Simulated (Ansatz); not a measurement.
Relaxation of GaH5NO (8 atoms, charge 1, multiplicity 1), to a largest force component of 0.02 eV/Å in at most 50 steps.

Level of theory: RKS PBE0-D4/def2-SVP in Ansatz 0.2.0.

```xyz
8
Properties=species:S:1:pos:R:3
N -0.635 1.008 -0.015
Ga 0.764 -0.484 -0.507
O 0.313 -1.549 0.733
H -0.460 -1.016 1.045
H -0.928 1.685 -0.726
H -0.320 1.545 0.802
H 1.712 -0.299 -1.672
H 0.566 -2.402 1.090
```

Task: Where does it end, and by what steps?

Result: The forces met the threshold. The force dipped under the threshold on the way, but the program's further checks kept it going. After 13 steps the energy has fallen by 2.077 eV; H6 moved furthest, 0.77 Å.

```json
{"step": "0", "energy less start (eV)": "0.0000", "largest force component (eV/Å)": "6.836", "accepted": "yes"}
{"step": "1", "energy less start (eV)": "-1.3171", "largest force component (eV/Å)": "3.149", "accepted": "yes"}
{"step": "2", "energy less start (eV)": "-1.7006", "largest force component (eV/Å)": "1.309", "accepted": "yes"}
{"step": "3", "energy less start (eV)": "-1.8206", "largest force component (eV/Å)": "1.080", "accepted": "yes"}
{"step": "4", "energy less start (eV)": "-1.8387", "largest force component (eV/Å)": "1.881", "accepted": "yes"}
{"step": "5", "energy less start (eV)": "-1.9668", "largest force component (eV/Å)": "0.483", "accepted": "yes"}
{"step": "6", "energy less start (eV)": "-2.0315", "largest force component (eV/Å)": "0.244", "accepted": "yes"}
{"step": "7", "energy less start (eV)": "-2.0595", "largest force component (eV/Å)": "0.316", "accepted": "yes"}
{"step": "8", "energy less start (eV)": "-2.0701", "largest force component (eV/Å)": "0.106", "accepted": "yes"}
{"step": "9", "energy less start (eV)": "-2.0721", "largest force component (eV/Å)": "0.083", "accepted": "yes"}
{"step": "10", "energy less start (eV)": "-2.0765", "largest force component (eV/Å)": "0.017", "accepted": "yes"}
{"step": "11", "energy less start (eV)": "-2.0763", "largest force component (eV/Å)": "0.138", "accepted": "no"}
{"step": "12", "energy less start (eV)": "-2.0767", "largest force component (eV/Å)": "0.077", "accepted": "yes"}
{"step": "13", "energy less start (eV)": "-2.0770", "largest force component (eV/Å)": "0.003", "accepted": "yes"}
```

```xyz
8
Properties=species:S:1:pos:R:3
N -0.439 1.235 -0.151
Ga 0.602 -0.104 -0.631
O 0.307 -1.489 0.788
H -0.294 -1.433 1.547
H -0.500 2.090 -0.697
H -1.030 1.272 0.672
H 1.611 -0.733 -1.584
H 0.754 -2.350 0.807
```

Whether the end is a true minimum wasn't checked by a vibrational analysis.

Run time: 22 s on 2 threads of Arm Neoverse V2 (shared host), peak memory 0.17 GiB.
